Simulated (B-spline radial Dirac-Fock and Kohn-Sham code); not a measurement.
**X-ray emission lines of Tb³⁺**

System: the Tb³⁺ ion in the configuration [Xe] 4f6 5d2 (an excited configuration).

Model: Dirac-Fock ΔSCF + Breit + QED. Program: a B-spline atomic structure program. A line energy is the difference of two single-hole energies; the list is a selection of electric-dipole transitions between resolved j subshells. No correlation.

```
        line  energy (eV)  wavelength (Å)
 Kβ2' (K-N3)      51700.8         0.23981
Kβ2'' (K-N2)      51665.9         0.23997
  Kβ1 (K-M3)      50375.1         0.24612
  Kβ3 (K-M2)      50220.4         0.24688
  Kα1 (K-L3)      44477.3         0.27876
  Kα2 (K-L2)      43739.7         0.28346
 Lγ4 (L1-O3)       8707.9          1.4238
 Lγ3 (L1-N3)       8422.8          1.4720
 Lγ2 (L1-N2)       8387.9          1.4781
 Lγ1 (L2-N4)       8094.3          1.5317
 Lγ5 (L2-N1)       7846.3          1.5802
 Lβ7 (L3-O1)       7477.2          1.6582
 Lβ2 (L3-N5)       7363.0          1.6839
Lβ15 (L3-N4)       7356.6          1.6853
 Lβ6 (L3-N1)       7108.7          1.7441
 Lβ3 (L1-M3)       7097.1          1.7470
 Lβ1 (L2-M4)       6975.0          1.7775
 Lβ4 (L1-M2)       6942.4          1.7859
  Lη (L2-M1)       6281.2          1.9739
 Lα1 (L3-M5)       6270.2          1.9774
```

Values without a named source are computed, but for edge energies of neutral atoms, which are taken from tables.
